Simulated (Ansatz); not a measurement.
C3H5N, SMILES `C=C[C]N` (excited triplet) (charge 0, multiplicity 3). This triplet is an excited state, 1.05 eV above the relaxed singlet at the level B3LYP/cc-pVTZ // PBE0-D3(BJ)/def2-TZVP (Ansatz, a program for electronic structure).

Z-matrix (Å, degrees):
```
C
C 1 1.3750
N 2 1.3713 1 129.07
H 3 1.0120 2 114.63 1 115.99
H 3 1.0120 4 110.27 2 -131.16
C 1 1.3774 2 124.97 3 -0.01
H 6 1.0823 1 121.03 2 179.92
H 6 1.0829 7 118.42 1 179.98
H 1 1.0870 2 116.41 3 179.95
```
Charge 0, spin multiplicity 3.

Frozen-core energies in 6-31g from Ansatz at a geometry from PBE0-D3(BJ)/def2-TZVP; the HF reference has <S^2> = 2.24 and the T1 diagnostic is 0.029.

| level | energy (Ha) | difference from CCSDT(Q) (mHa) |
|---|---|---|
| HF | -170.80262 | 374.79 |
| MP2 | -171.11589 | 61.53 |
| CCSD | -171.16592 | 11.49 |
| CCSD(T) | -171.17524 | 2.17 |
| CCSDT | -171.17657 | 0.85 |
| CCSDT(Q) | -171.17741 | 0.00 |
